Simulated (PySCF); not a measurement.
**First hyperpolarisability: `CC(=O)[C@H](C)C[AsH2]`, C$_{5}$H$_{11}$AsO**

Cartesian coordinates in Å; atom numbers follow the order of the lines, from 1:
```xyz
18

C    -2.071    0.985    0.674
C    -0.668    0.439    0.721
O     0.072    0.672    1.648
C    -0.226   -0.435   -0.445
C    -0.690   -1.874   -0.192
C     1.276   -0.335   -0.698
As    2.420   -0.894    0.841
H    -2.333    1.434    1.640
H    -2.130    1.754   -0.114
H    -2.795    0.200    0.408
H    -0.754   -0.069   -1.345
H    -1.781   -1.938   -0.063
H    -0.416   -2.515   -1.043
H    -0.214   -2.285    0.711
H     1.549    0.686   -1.001
H     1.540   -1.002   -1.532
H     3.661   -1.098   -0.037
H     2.873    0.496    1.256
```

Computed with quadratic response B3LYP/def2-SVPD first hyperpolarisability, Taylor convention, gas phase (PySCF 2.14.0). Geometry: PBE0-D3(BJ)/def2-SVP.

The calculation is non-relativistic, which matters for the atoms heavier than Zn.

Q: What is the first hyperpolarisability, and how does it disperse?

A: In au, Taylor convention; the vector part is βᵢ = ⅓ Σⱼ (βᵢⱼⱼ + βⱼᵢⱼ + βⱼⱼᵢ); β∥ is 3/5 of the vector part along the dipole, the dipole points from − to +:
```tsv
process	λ (nm)	β vector norm	β∥	β HRS	depolarisation ratio
static β(0;0,0)	∞	214.6	109.9	83.3	6.42
second harmonic β(−2ω;ω,ω)	1064	243.8	125.9	94.6	6.48
Pockels β(−ω;ω,0)	1064	223.7	114.9	–	–
```

Q: Which lowest excitations, dipole and polarisabilities go with it?

A: S1 4.32 eV (f = 0.000); S2 4.97 eV (f = 0.001); S3 5.83 eV (f = 0.041); dipole 3.68 D; isotropic α 96.8 au static, 97.7 au at 1064 nm, 100.7 au at 532 nm.
